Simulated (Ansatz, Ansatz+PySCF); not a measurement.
```json
{"atom": "Cu", "x (Å)": "0.0000", "y (Å)": "0.0000", "z (Å)": "0.0000"}
{"atom": "O", "x (Å)": "0.0000", "y (Å)": "0.0000", "z (Å)": "2.7520"}
```

Basis set: def2-SVP (spherical functions). Charge 0, multiplicity 2.

Computed with Ansatz (development build ahead of 0.2.0); each method stands on the lowest determinant of its kind that the runs found.

The atomization energy at this shape (free ground-state atoms in the same class of orbitals less the molecule, no zero-point energy) of doublet CuO:

```
             method  atomization energy
PBE0 (unrestricted)      18.80 kcal/mol
```

What does UHF give?

0.69 kcal/mol. Caution: the shape is not the minimum. Caution for PBE0 (unrestricted): the unrestricted determinant is spin contaminated. Caution for UHF: the unrestricted determinant is a mixture of spin states.
